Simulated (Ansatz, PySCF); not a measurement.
Breaking a bond: SMILES BrC. The C1–Br5 bond (C1 also carries H, H, H; Br5 carries nothing else) is varied alone, starting from the PBE0/def2-TZVP optimised geometry.

Levels: UHF/cc-pVDZ (PySCF); RHF/cc-pVDZ (PySCF); UKS-PBE0 = unrestricted PBE0/cc-pVDZ run with PySCF; RKS-PBE0 = restricted PBE0/cc-pVDZ in PySCF; UKS-M06-2X = PySCF with unrestricted M06-2X/cc-pVDZ; RKS-M06-2X = restricted M06-2X/cc-pVDZ in PySCF 2.14.0; UKS-B3LYP = unrestricted B3LYP/cc-pVDZ in PySCF 2.14.0; RKS-B3LYP = restricted B3LYP/cc-pVDZ in PySCF; UKS-PBE = unrestricted PBE/cc-pVDZ run with Ansatz (a first-principles code); RKS-PBE = restricted PBE/cc-pVDZ in Ansatz; UKS-B3LYP/6-31G* = unrestricted B3LYP/6-31G*, spherical d (PySCF); RKS-B3LYP/6-31G* = restricted B3LYP/6-31G*, spherical d run with PySCF; UKS-BP86/6-31G* = PySCF with unrestricted BP86/6-31G*, spherical d; RKS-BP86/6-31G* = restricted BP86/6-31G*, spherical d run with PySCF.

Scanned distances (Å): 1.54, 1.65, 1.73, 1.80, 1.88, 1.93, 1.97, 2.07, 2.14, 2.26, 2.39, 2.62, 2.92, 3.15, 3.49, 3.82, 4.25, 4.76, 5.16, 5.86, 6.73.

Question: Where does the unrestricted solution first break spin symmetry (<S²> of 0.01 or more)?

Answer: UHF: between 2.26 and 2.39 Å; UKS-PBE0: between 2.62 and 2.92 Å; UKS-M06-2X: between 2.62 and 2.92 Å; UKS-B3LYP: between 2.62 and 2.92 Å; UKS-PBE: between 2.92 and 3.15 Å; UKS-B3LYP/6-31G*: between 2.62 and 2.92 Å; UKS-BP86/6-31G*: between 2.92 and 3.15 Å.

| R / Å | <S²> UHF | E(RHF) − E(UHF) / kJ/mol | <S²> UKS-PBE0 | E(RKS-PBE0) − E(UKS-PBE0) / kJ/mol | <S²> UKS-M06-2X | E(RKS-M06-2X) − E(UKS-M06-2X) / kJ/mol | <S²> UKS-B3LYP | E(RKS-B3LYP) − E(UKS-B3LYP) / kJ/mol | <S²> UKS-PBE | E(RKS-PBE) − E(UKS-PBE) / kJ/mol | <S²> UKS-B3LYP/6-31G* | E(RKS-B3LYP/6-31G*) − E(UKS-B3LYP/6-31G*) / kJ/mol | <S²> UKS-BP86/6-31G* | E(RKS-BP86/6-31G*) − E(UKS-BP86/6-31G*) / kJ/mol |
|---|---|---|---|---|---|---|---|---|---|---|---|---|---|---|
| 1.54 | 0.00 | 0.0 | 0.00 | 0.0 | 0.00 | 0.0 | 0.00 | 0.0 | 0.00 | 0.0 | 0.00 | 0.0 | 0.00 | 0.0 |
| 1.65 | 0.00 | 0.0 | 0.00 | 0.0 | 0.00 | 0.0 | 0.00 | 0.0 | 0.00 | 0.0 | 0.00 | 0.0 | 0.00 | 0.0 |
| 1.73 | 0.00 | 0.0 | 0.00 | 0.0 | 0.00 | 0.0 | 0.00 | 0.0 | 0.00 | 0.0 | 0.00 | 0.0 | 0.00 | 0.0 |
| 1.80 | 0.00 | 0.0 | 0.00 | 0.0 | 0.00 | 0.0 | 0.00 | 0.0 | 0.00 | 0.0 | 0.00 | 0.0 | 0.00 | 0.0 |
| 1.88 | 0.00 | 0.0 | 0.00 | 0.0 | 0.00 | 0.0 | 0.00 | 0.0 | 0.00 | 0.0 | 0.00 | 0.0 | 0.00 | 0.0 |
| 1.93 | 0.00 | 0.0 | 0.00 | 0.0 | 0.00 | 0.0 | 0.00 | 0.0 | 0.00 | 0.0 | 0.00 | 0.0 | 0.00 | 0.0 |
| 1.97 | 0.00 | 0.0 | 0.00 | 0.0 | 0.00 | 0.0 | 0.00 | 0.0 | 0.00 | 0.0 | 0.00 | 0.0 | 0.00 | 0.0 |
| 2.07 | 0.00 | 0.0 | 0.00 | 0.0 | 0.00 | 0.0 | 0.00 | 0.0 | 0.00 | 0.0 | 0.00 | 0.0 | 0.00 | 0.0 |
| 2.14 | 0.00 | 0.0 | 0.00 | 0.0 | 0.00 | 0.0 | 0.00 | 0.0 | 0.00 | 0.0 | 0.00 | 0.0 | 0.00 | 0.0 |
| 2.26 | 0.00 | 0.0 | 0.00 | 0.0 | 0.00 | 0.0 | 0.00 | 0.0 | 0.00 | 0.0 | 0.00 | 0.0 | 0.00 | 0.0 |
| 2.39 | 0.14 | 1.4 | 0.00 | 0.0 | 0.00 | 0.0 | 0.00 | 0.0 | 0.00 | 0.0 | 0.00 | 0.0 | 0.00 | 0.0 |
| 2.62 | 0.57 | 33.0 | 0.00 | 0.0 | 0.00 | 0.0 | 0.00 | 0.0 | 0.00 | 0.0 | 0.00 | 0.0 | 0.00 | 0.0 |
| 2.92 | 0.83 | 100.0 | 0.36 | 8.0 | 0.53 | 14.5 | 0.23 | 2.8 | 0.00 | 0.0 | 0.22 | 2.6 | 0.00 | 0.0 |
| 3.15 | 0.92 | 153.6 | 0.61 | 28.8 | 0.76 | 48.5 | 0.52 | 17.8 | 0.28 | 2.8 | 0.51 | 17.0 | 0.25 | 2.3 |
| 3.49 | 0.98 | 225.8 | 0.80 | 63.6 | 0.89 | 97.8 | 0.75 | 46.7 | 0.61 | 19.9 | 0.73 | 45.0 | 0.58 | 18.3 |
| 3.82 | 1.00 | 284.6 | 0.90 | 93.7 | 0.95 | 135.9 | 0.85 | 72.5 | 0.75 | 37.7 | 0.84 | 69.9 | 0.72 | — |
| 4.25 | 1.01 | 344.6 | 0.96 | 124.0 | 0.99 | 172.6 | 0.93 | 98.7 | 0.84 | 55.2 | 0.91 | 94.9 | 0.81 | — |
| 4.76 | 1.01 | 394.6 | 0.99 | 148.0 | 1.00 | 202.8 | 0.97 | 119.6 | 0.88 | 68.1 | 0.95 | 114.6 | 0.00 | — |
| 5.16 | 1.01 | 421.5 | 1.00 | 160.1 | 1.01 | 219.2 | 0.99 | 130.2 | 0.90 | 74.0 | 0.97 | 124.6 | 1.00 | — |
| 5.86 | 1.01 | 451.8 | 1.01 | 172.3 | 1.01 | 237.4 | 1.00 | 140.9 | 0.91 | 79.1 | 0.99 | 135.1 | 0.00 | — |
| 6.73 | 1.01 | 474.5 | 1.01 | 179.6 | 1.01 | 250.1 | 1.00 | 147.2 | 0.91 | 81.0 | 1.00 | 141.9 | 0.00 | — |

A dash means that the run gave no value there, or that the column was ended at a point which the program doubted or which failed a test of continuity chosen for this set; such a test can also cut sound points.
